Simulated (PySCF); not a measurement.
C3H8Si, charge +1, multiplicity 2. Atoms are numbered in the order given.

```xyz
12

C      0.0000     0.0000     1.5383
C      0.0000     1.1028     0.4772
Si     0.0000     0.0000    -1.2060
C      0.0000    -1.1028     0.4772
H     -0.8954     0.0000     2.1708
H      0.8954     0.0000     2.1708
H     -0.9378     1.6759     0.3886
H      0.9378     1.6759     0.3886
H      1.2547     0.0000    -1.9843
H     -1.2547     0.0000    -1.9843
H     -0.9378    -1.6759     0.3886
H      0.9378    -1.6759     0.3886
```
Charge +1, spin multiplicity 2.

Geometry: B3LYP-D3(BJ)/def2-SVP. The geometry has at least one imaginary mode, so it is a saddle point at that level. The spin state was assumed, not searched.

Level of theory: TDA-PBE/def2-SVPD run with PySCF 2.14.0.

Vertical excitations. The molecule is in vacuum.

| state | energy (eV) | λ (nm) | f | main pairs |
|---|---|---|---|---|
| root 1 | 2.47 | 502 | 0.012 | β HOMO→LUMO 98 % |
| root 2 | 2.55 | 487 | 0.000 | β HOMO−1→LUMO 100 % |
| root 3 | 3.41 | 363 | 0.000 | β HOMO−2→LUMO 100 % |
| root 4 | 3.81 | 326 | 0.011 | β HOMO−3→LUMO 98 % |
| root 5 | 4.82 | 257 | 0.005 | β HOMO−4→LUMO 100 % |
| root 6 | 5.19 | 239 | 0.053 | α HOMO→LUMO 95 % |
| root 7 | 5.73 | 216 | 0.019 | β HOMO−5→LUMO 89 % |
| root 8 | 6.39 | 194 | 0.000 | α HOMO−1→LUMO 64 %, β HOMO→LUMO+1 24 %, β HOMO−7→LUMO 6 % |
| root 9 | 6.49 | 191 | 0.000 | α HOMO−2→LUMO 40 %, β HOMO−6→LUMO 56 % |
| root 10 | 6.51 | 191 | 0.000 | α HOMO→LUMO+1 91 % |
Unrestricted roots are not spin-pure.
